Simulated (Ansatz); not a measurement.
Reaction (ligand exchange at a Ga–F bond): `[F][GaH][F]` + H₂S → `[F][GaH][SH]` + H–F

Gas-phase electronic energies from Ansatz, PBE0-D4/def2-TZVP geometries. CBS: MP2 limit from def2 TZ/QZ plus the TZ coupled-cluster correction, frozen cores. This one scheme is used for every species. DFT in def2-TZVPP. For Ga outer-core shells are correlated without core-valence functions, which leaves a few kJ/mol of doubt a bond. Scalar relativity is left out up to krypton. Each species was taken in one conformer, which may not be the lowest.

Problem. Is it downhill or uphill in electronic energy at CCSD(T)/CBS, and by how much? (Estimate.)

Solution. The calculation gave: Downhill: ΔE = -11.9 kJ/mol.

Problem. What do these levels give: PBE, BLYP, PBE0, r2SCAN0, HF/def2-SVP, CCSD/def2-TZVPP? (Estimate.)

Solution. Computed: PBE -8.3, BLYP 5.0, PBE0 -11.4, r2SCAN0 -8.7, HF/def2-SVP 11.3, CCSD/def2-TZVPP -2.5 kJ/mol.

Largest T1 diagnostic among the species: 0.015.

In def2-TZVPP, CCSD(T) changes the Hartree–Fock value by −12.0 kJ/mol (the triples alone add −2.1 kJ/mol) and MP2 by −14.7 kJ/mol. From r2SCAN to r2SCAN0 (25 % exact exchange), in def2-TZVPP and without D4, ΔE moves by −3.8 kJ/mol. At CCSD(T), def2-SVP lies +21.1 kJ/mol from the extrapolated value and def2-TZVPP +7.2 kJ/mol.
